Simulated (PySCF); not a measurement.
**TaOBr, triplet: structure and spectrum**

Level of theory: UPBE0 in PySCF with Ta def2-TZVP with ECP60, O def2-TZVP, Br def2-TZVP; scalar-relativistic core potentials, no spin–orbit coupling; density-fitted integrals.

The structure is a minimum.

Coordinates in bohr (charge 0 multiplicity 3):
```
Ta   -0.9618    0.0000   -0.8191
O    -3.7052    0.0000    0.8532
Br    2.9530    0.0000    1.6980
```

| Item | Value |
| --- | --- |
| Point group | Cs |
| Bond lengths | Ta–Br 2.463 Å, Ta–O 1.700 Å |
| Bond angles | Br–Ta–O 115.9° |
| Dipole moment | 3.48 D |
| Zero-point energy | 8.5 kJ/mol |
| Highest occupied level (α) | -6.10 eV |
| Principal quadrupole moments (Buckingham, traceless) about the centre of mass | -8.92, 2.25, 6.67 D Å |
| Rotational constants | 0.5313, 0.04552, 0.04193 cm⁻¹ |
| Heat capacity Cp at 298.15 K | 50.0 J/(mol K) |
| Lowest empty level (α) | -3.10 eV |
| Rotational symmetry number | 1 |
| Enthalpy at 298.15 K above 0 K | 12.97 kJ/mol |
| Spin squared ⟨S²⟩ | 2.012 |
| Entropy at 298.15 K and 1 bar (electronic part: spin only) | 319.4 J/(mol K) |
| Atomisation energy without zero-point energy | 1148 kJ/mol |
| Principal polarisabilities | 65.1, 72.6, 88.9 bohr³ |

Harmonic modes (masses in u: Ta 180.948, O 15.995, Br 78.918):
```tsv
symmetry	ω (cm⁻¹)	IR (km/mol)	type
a'	142	9.0	bend
a'	260	30.3	stretch
a'	1021	153	stretch
```

Charges (e):
```json
{"atom": "Ta1", "Mulliken": "0.83", "Löwdin": "0.26", "polar tensor": "1.29", "spin (Mulliken)": "2.15", "Mayer order to Ta1": "–"}
{"atom": "O2", "Mulliken": "-0.47", "Löwdin": "-0.27", "polar tensor": "-0.79", "spin (Mulliken)": "-0.13", "Mayer order to Ta1": "2.25"}
{"atom": "Br3", "Mulliken": "-0.36", "Löwdin": "0.01", "polar tensor": "-0.50", "spin (Mulliken)": "-0.01", "Mayer order to Ta1": "1.08"}
```

Mulliken populations on Ta1 (electrons outside its core potential): s 2.78, p 6.27, d 3.04, f 0.07.

Outer orbital energies (eV). α occupied: -10.76, -10.41, -10.18, -9.88, -9.16, -8.70, -6.49, -6.10; empty: -3.10, -1.92, -1.24, -0.07. β occupied: -25.20, -21.31, -10.69, -10.39, -10.21, -9.80, -8.92, -8.72; empty: -2.88, -2.04, -1.65, -0.94.

Formally Ta is in oxidation state +3, d2, with 2 unpaired electrons (the high-spin count). The Mulliken spin on Ta is 2.15. The polar-tensor charge on Ta, 1.29, is far below the formal one.

Other isomers or separated fragments may lie lower. Other spin states or occupations of the open shell can lie lower. Spin–orbit coupling, left out here, can matter for elements this heavy.

The final relaxation and frequency run took 110 s on 4 threads of a shared Arm Neoverse N1 host, with 119 basis functions and 15 gradients; the process peaked at 1.1 GiB.
